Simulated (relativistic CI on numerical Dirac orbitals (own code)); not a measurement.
Kr IV: calculation against measurement

Computed by Dirac-Coulomb-Breit CI, orbitals from a KLI potential per configuration, model QED, valence Slater integrals scaled by 0.85, P86 correlation energy added to each configuration (own radial code, finite nucleus).

Configurations in the expansion (outside the closed core [Ar] 3d10): 4s2.4p3, 4s.4p4, 4s2.4p2.4d, 4p5, 4s2.4p2.4f, 4s.4p3.4d, 4s2.4p2.5s, 4s2.4p2.5p, 4s.4p3.4f, 4s2.4p2.5d, 4s2.4p2.6s, 4s2.4p2.6p, 4s2.4p2.5f, 4s2.4p.4d2, 4s2.4d3, 4s2.4d2.4f, 4s.4p.4d3, 4s2.4d2.5s, 4s2.4d2.5p. Double excitations out of closed p, d and f shells are left out; levels of such configurations are missing from the list, as are those of other unlisted configurations, and high levels can miss mixing partners. These lack a partner that the ground configuration has and come out too high: 4s.4p3.4f, 4s2.4p2.5d, 4s2.4p2.6s, 4s2.4p2.6p, 4s2.4p2.5f.

```
Configuration  Term (tabulated)    J  Measured (cm⁻¹)  Computed  Error  Purity (%)
      4s2.4p3               4S°  3/2              0.0         0      0          95
      4s2.4p3               2D°  3/2          17037.6     17069     32          86
      4s2.4p3               2D°  5/2          18700.3     18824    124          98
      4s2.4p3               2P°  1/2          31056.4     29668  -1388          97
      4s2.4p3               2P°  3/2          33405.6     32080  -1326          84
       4s.4p4                4P  5/2         118761.5    124851   6090          89
       4s.4p4                4P  3/2         122426.5    128453   6026          89
       4s.4p4                4P  1/2         124109.7    130125   6016          88
       4s.4p4                2D  3/2         145772.8    153515   7742          75
       4s.4p4                2D  5/2         146644.7    154345   7701          75
   4s2.4p2.4d                2P  3/2         163445.1    172298   8853          62
   4s2.4p2.4d                4F  3/2         172724.0    180414   7690          95
   4s2.4p2.4d                4F  5/2         174105.7    181786   7681          92
   4s2.4p2.4d                4F  7/2         176231.0    183893   7662          93
   4s2.4p2.4d                4F  9/2         178877.0    186531   7654          97
   4s2.4p2.4d                2F  5/2         179228.3    188188   8960          57
   4s2.4p2.4d              4D †  1/2         180686.7    188867   8181          97
   4s2.4p2.4d              4D †  7/2         180764.4    189398   8634          60
   4s2.4p2.4d              4D †  3/2         181000.5    189187   8186          95
   4s2.4p2.4d                2F  7/2         186565.6    195444   8879          62
   4s2.4p2.4d                4P  5/2         201424.2    211781  10357          82
   4s2.4p2.5s                4P  1/2         202373.3    210669   8296          87
   4s2.4p2.4d                4P  1/2         204735.4    214845  10110          75
   4s2.4p2.5s                4P  3/2         205214.5    214878   9663          58
   4s2.4p2.4d                2D  3/2         207595.4    215769   8173          82
   4s2.4p2.5s                4P  5/2         208064.1    217971   9907          86
   4s2.4p2.5s                2P  1/2         208920.0    217966   9046          77
   4s2.4p2.5s                2P  3/2         211685.5    222284  10598          79
   4s2.4p2.4d                2D  5/2         211860.3    220873   9013          88
   4s2.4p2.4d                2F  5/2         219988.5    231127  11138          67
   4s2.4p2.4d                2F  7/2         221184.5    232224  11039          95
   4s2.4p2.5p               4D°  3/2         238269.4    247477   9208          82
   4s2.4p2.5p               4D°  5/2         241241.6    250468   9226          90
   4s2.4p2.5p               4P°  1/2         243567.2    252529   8962          86
   4s2.4p2.5p               2D°  3/2         243898.8    253550   9651          64
   4s2.4p2.5p               4D°  7/2         244443.6    253741   9297          93
   4s2.4p2.5p               4S°  3/2         246612.9    256228   9615          63
   4s2.4p2.5p               2D°  5/2         249206.2    258541   9335          55
   4s2.4p2.5p               2P°  3/2         250173.8    259526   9352          87
   4s2.4p2.5p               2P°  1/2         250896.7    260052   9155          86
   4s2.4p2.5p               2F°  5/2         257142.7    267237  10094          72
   4s2.4p2.5p               2D°  3/2         258355.4    268557  10202          76
   4s2.4p2.5p               2F°  7/2         258509.6    268389   9880          93
   4s2.4p2.5p               2D°  5/2         258763.2    268863  10100          79
   4s2.4p2.5p               2P°  1/2         263160.1    272652   9492          97
   4s2.4p2.5p               2P°  3/2         265447.4    274821   9374          80
   4s2.4p2.5p               2P°  3/2         278967.3    286640   7673          94
   4s2.4p2.5d                4F  3/2         290606.4    299673   9067          75
   4s2.4p2.5d                4F  7/2         294367.2    303374   9007          73
   4s2.4p2.5d                4D  1/2         295268.2    304094   8825          84
   4s2.4p2.6s                4P  1/2         296713.3    305087   8374          81
   4s2.4p2.5d                2F  5/2         296954.4    306899   9945          82
   4s2.4p2.5d                4D  7/2         298052.4    307066   9014          57
```

Measured levels from Saloman, J. Phys. Chem. Ref. Data 36, 215 (2007); pairs were made by configuration, J and term (by order where the table uses no LS term), so strongly mixed levels may be paired wrongly.

Mean error by configuration (cm⁻¹): 4s2.4p3 -640; 4s.4p4 6715; 4s2.4p2.4d 9016; 4s2.4p2.5s 9502; 4s2.4p2.5p 9413; 4s2.4p2.5d 9171; 4s2.4p2.6s 8374. Over the excited levels the mean absolute error is 8286 cm⁻¹ (52 of the 69 excited levels that our extract of the source holds in range could be paired, and the others can miss by more), and the median relative error of those above 1,000 cm⁻¹ is 4 %. † marks terms whose computed intervals miss the measured ones by more than a factor of 2.5, or configurations far off the rest, from wrong mixing, a near crossing or a doubtful label or measurement; they are left out of the means.
